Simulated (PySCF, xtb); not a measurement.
Si(H)2(Br)(vinyl) (C2H5BrSi), SMILES [SiH2](C=C)Br.

GFN2-xTB run with xtb 6.7.1 at its own geometry gives an orbital gap of 4.27 eV and a dipole moment of 5.66 D.

Coordinates come from a B3LYP-D3(BJ)/def2-SVP optimisation. The values are those of a single conformer.

Problem. What does CAM-B3LYP/def2-TZVP in PySCF give? (An estimate is asked for; the answer gives what the named calculation found.)

Solution. gap 9.53 eV (levels -9.46 and 0.07 eV), dipole 2.14 D.
